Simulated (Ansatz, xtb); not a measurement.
Molecule: BN, net charge 0, singlet state. This is an excited singlet: at this geometry the triplet lies 0.76 eV lower at wB97M-V/def2-TZVPD. 
Structure (B3LYP-D3(BJ)/def2-TZVP (Ansatz, a first-principles code) minimum search):
```
B
N 1 1.2626
```
Charge 0, spin multiplicity 1.

Harmonic wavenumbers from GFN2-xTB (xtb, at its own minimum), cm⁻¹: 2229.

**Question.** Give the harmonic wavenumbers at B3LYP-D3(BJ)/def2-TZVP (Ansatz, finite differences of forces, unscaled).

**Answer.** 1772 cm⁻¹. Zero-point energy 2.5 kcal/mol.

**Question.** From these and the geometry, give the ideal-gas thermochemistry at 298.15 K and 1 atm (rigid rotor, harmonic oscillator).

**Answer.** Point group C∞v, rotational symmetry number 1. Rotational constants 51.96, 51.96 GHz. S(trans) 35.56, S(rot) 11.49, S(vib) 0.00, S(elec, spin only) 0.00, S 47.1 cal/(mol K). H(298) - H(0) 2.07 kcal/mol; G - E(el) -9.4 kcal/mol.
